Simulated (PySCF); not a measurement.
Isomers of C8H8FP, one GFN2-xTB conformer each. Single-point energies are computed at PBE0/pcSseg-1 (PySCF, gas phase, no added dispersion term), electronic only.

Question: Rank them by PBE0/pcSseg-1 energy, lowest first (kcal/mol).
A. `[CH3:1][c:2]1[cH:3][cH:4][cH:5][c:6](/[P:7]=[CH:8]\[F:9])[cH:10]1` with C5–C6–P7–C8 126°
B. `[CH2:1]=[CH:2][PH:3][c:4]1[cH:5][cH:6][cH:7][c:8]([F:9])[cH:10]1` with C1–C2–P3–C4 -121°, C2–P3–C4–C5 -74°

Answer: A (0.0), B (0.2).

As drawn, the higher has a C=C bond outside aromatic rings, which the lower lacks. Neighbours under 2.5 kcal/mol apart (Cc1cccc(/P=C\F)c1 and C=CPc1cccc(F)c1) can change places with a better method, another conformer or zero-point energy. GFN2-xTB itself gives, in the same order: 0.0, 2.0. Both levels put the same isomer lowest.

Which frontier levels, dipoles and rotational constants go with these structures?

| SMILES | HOMO (eV, PBE0/pcSseg-1) | LUMO (eV) | dipole (D) | A, B, C (MHz) |
| --- | --- | --- | --- | --- |
| Cc1cccc(/P=C\F)c1 | -6.87 | -1.60 | 0.93 | 1897, 813.0, 639.5 |
| C=CPc1cccc(F)c1 | -6.80 | -0.78 | 1.36 | 2204, 644.8, 577.4 |

As an exercise, what shares would exp(−E/RT) give at 2000 K from these electronic energies alone (no entropy, no degeneracies)?

RT = 3.974 kcal/mol: Cc1cccc(/P=C\F)c1 51.5 %, C=CPc1cccc(F)c1 48.5 %.
